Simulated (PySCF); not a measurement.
C₄H₄F₂O₂, SMILES FC(F)=C1COCO1.

Geometry optimised at B3LYP-D3(BJ)/def2-SVP. The structure was generated by enumeration, and PubChem lists no compound with its InChIKey, so it may never have been made. The values are those of a single conformer.

Two levels are set side by side: PBE/def2-TZVP (PySCF) and r2SCAN/def2-TZVP (PySCF). Same geometry, gas phase. Differences are taken from unrounded values.

```
quantity                     r2SCAN
---------------------------  ------
orbital gap (eV)               5.53
highest occupied level (eV)   -5.44
lowest empty level (eV)        0.09
dipole moment (D)              1.75
```

### Question
What does PBE give, and how far is it from r2SCAN? (An estimate is asked for; the answer gives what the named calculation found.)

### Answer

```csv
quantity,PBE,PBE minus r2SCAN
orbital gap (eV),5.06,-0.47
highest occupied level (eV),-5.21,0.22
lowest empty level (eV),-0.15,-0.24
dipole moment (D),1.67,-0.08
```

Rough cost on one machine, each run with all the roots and properties that it gave: r2SCAN against PBE about 3 times.
